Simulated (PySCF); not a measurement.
water (H₂O), singlet, geometry from GFN2-xTB.

The PySCF input:
```python
from pyscf import gto, scf, dft

mol = gto.M(
    atom='''
O     0.009570    0.002064    0.113389
H    -0.055794    0.763622   -0.466128
H    -0.020764   -0.780134   -0.440983
''',
    basis='pcseg-1',
    charge=0,
    spin=0,
    verbose=5,
)

mf = dft.RKS(mol)
mf.xc = 'r2scan'
mf = mf.density_fit(auxbasis='def2-universal-jkfit')
mf.kernel()
```

**Question.** What does this run give for the Mulliken (on the basis functions themselves) charges in atom order, total energy?

**Answer.** 
- Mulliken (on the basis functions themselves) charges in atom order = O1 -0.44, H2 0.22, H3 0.22
- total energy = -76.365228 Ha
